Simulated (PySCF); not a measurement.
A calculated (LDA, PySCF 2.14, def2-QZVPPD, no relativity, point nucleus) atom or ion has these occupied shells.

```tsv
shell	electrons	orbital energy (eV)	rms radius, mean of both spins (bohr)
1s α	1	-909.02	0.184
1s β	1	-904.93	0.184
2s α	1	-105.52	0.876
2s β	1	-97.527	0.876
2p α	3	-83.739	0.829
```

Problem. Name the element and its charge.

Solution. Ne(3+) (neon, charge +3), in [He] 2s2 2p3, high-spin 4S determinant.
